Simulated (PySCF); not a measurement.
# C₆ coefficients of unlike pairs at PBE0

Calculated with PySCF 2.14 from the dipole response of each species, C₆(A,B) = (3/π) ∫ α_A(iu) α_B(iu) du, in atomic units, from isotropic polarisabilities. For ions this is the dispersion term alone; charge-induced terms of lower order in 1/R come first.

```
species       configuration                                        basis      relativity  α (bohr³)  C₆ (like pair)
    Al⁺       [Ne] 3s2 (1S)                     aug-cc-pwCVTZ (8s7p5d3f)            none      24.70           126.3
   Hf³⁺  [Xe] 4f14 5d1 (2D)  aug-cc-pwCVTZ-PP with ECP60MDF (8s8p7d4f3g)  core potential      6.246           25.09
   Cu²⁺       [Ar] 3d9 (2D)                     def2-TZVPPD (6s6p4d2f1g)            none      2.256           4.869
    C²⁺       [He] 2s2 (1S)                       aug-cc-pVTZ (5s4p3d2f)            none      4.271           6.610
```

(1) Estimate C₆ for C²⁺ with Cu²⁺.

No spin-orbit coupling is included.

The other pairs:

| pair | C₆ |
| --- | --- |
| Cu²⁺, Hf³⁺ | 10.69 |
| Cu²⁺, Al⁺ | 18.58 |
| C²⁺, Al⁺ | 27.80 |
| Hf³⁺, Al⁺ | 47.41 |
| C²⁺, Hf³⁺ | 12.17 |

Answers

(1) The integral gives 4.904. The combination rule 2 C_A C_B / (C_A α_B/α_A + C_B α_A/α_B) gives 5.065 and the geometric mean 5.673.
